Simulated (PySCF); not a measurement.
Dipole polarisabilities along the third row

Calculated with PySCF 2.14 for the ground configurations, without spin-orbit coupling: coupled response for Hartree-Fock and DFT, finite fields for MP2 and CCSD(T), with Mg 1s2; Al [Ne]; Si [Ne]; P [Ne]; S [Ne]; Cl [Ne]; Ar [Ne] frozen. Mean α in bohr³, C₆ of like pairs in atomic units.

```tsv
species	α UHF	α PBE	α PBE0	α MP2	α CCSD(T)	α recommended (Schwerdtfeger and Nagle)	C₆ UHF	C₆ PBE	C₆ PBE0
Mg [Ne] 3s2 (aug-cc-pCVTZ, non-relativistic)	81.53	74.26	75.22	72.80	72.35	71.2 ± 0.4	765.5	662.9	677.8
Al [Ne] 3s2 3p1 (aug-cc-pCVTZ-DK, spin-free X2C)	61.68	65.62	62.70	60.54	58.73	57.8 ± 1	560.1	584.6	558.4
Si [Ne] 3s2 3p2 (aug-cc-pCVTZ-DK, spin-free X2C)	38.54	41.34	39.69	37.96	37.53	37.3 ± 0.7	318.2	341.7	326.1
P [Ne] 3s2 3p3 (aug-cc-pwCVTZ, non-relativistic)	25.43	27.25	26.26	25.05	25.03	25 ± 1	188.7	204.1	195.2
S [Ne] 3s2 3p4 (aug-cc-pCVTZ-DK, spin-free X2C)	18.93	20.53	19.77	19.33	19.35	19.4 ± 0.1	129.7	142.8	136.4
Cl [Ne] 3s2 3p5 (aug-cc-pwCVTZ, non-relativistic)	13.95	15.12	14.60	14.36	14.40	14.6 ± 0.1	88.03	97.07	92.99
Ar [Ar] (aug-cc-pwCVTZ, non-relativistic)	10.50	11.38	11.01	10.86	10.88	11.083 ± 0.007	61.10	67.40	64.72
```

Hartree-Fock lacks correlation. PBE lies above the recommended values here, as self-interaction makes its density too diffuse. MP2 and CCSD(T) carry the error of the frozen core. All values carry a basis error.
